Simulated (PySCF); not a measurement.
C3H6O, SMILES C=COC. The structure is a stationary point at PBE-D3(BJ)/def2-SVP. The values are those of a single conformer.

Computed equilibrium geometry at PBE-D3(BJ)/def2-SVP (PySCF confirms it by a frequency run) as Cartesian coordinates in Å, and its point group (one conformer of several):
point group Cs.
```xyz
10

C     -0.0729    -1.8887     0.0000
C      0.3510    -0.6115     0.0000
O     -0.5005     0.4475     0.0000
C      0.1053     1.7269     0.0000
H     -1.1455    -2.1315     0.0000
H      0.6611    -2.7046     0.0000
H      1.4292    -0.3571     0.0000
H     -0.7111     2.4733     0.0000
H      0.7349     1.8897    -0.9047
H      0.7349     1.8897     0.9047
```
Charge 0, spin multiplicity 1.
